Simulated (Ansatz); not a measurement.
The same hydrolysis along the group Mg, Zn, Cd.

Calculated with Ansatz (gas phase, PBE0-D4/def2-TZVP geometries, no zero-point term in ΔE). CCSD(T)/CBS adds triple-zeta CCSD(T) − MP2 to the extrapolated MP2 energy (def2 sets, frozen cores). This one scheme is used for every species. DFT in def2-TZVPP. Elements past krypton have def2 core potentials. For Cd, Mg, Zn outer-core shells are correlated without core-valence functions, which leaves a few kJ/mol of doubt a bond. Scalar relativity is left out up to krypton. Each species was taken in one conformer, which may not be the lowest.

| reaction | RPA@PBE/def2-TZVPP (kJ/mol) | MP2/CBS(def2) (kJ/mol) | B97M-V (kJ/mol) | LDA (SPW92) (kJ/mol) | CCSD(T)/CBS(def2) (kJ/mol) |
| --- | --- | --- | --- | --- | --- |
| `[NH2][Mg][SH]` + H₂O → `[OH][Mg][SH]` + NH₃ | -57 | -63 | -64 | -57 | -61 |
| `[NH2][Zn][SH]` + H₂O → `[OH][Zn][SH]` + NH₃ | -23 | -21 | -29 | -17 | -23 |
| `[NH2][Cd][SH]` + H₂O → `[OH][Cd][SH]` + NH₃ | -15 | -12 | -24 | -11 | -15 |

Largest T1 diagnostic: 0.016, for `[OH][Zn][SH]`.
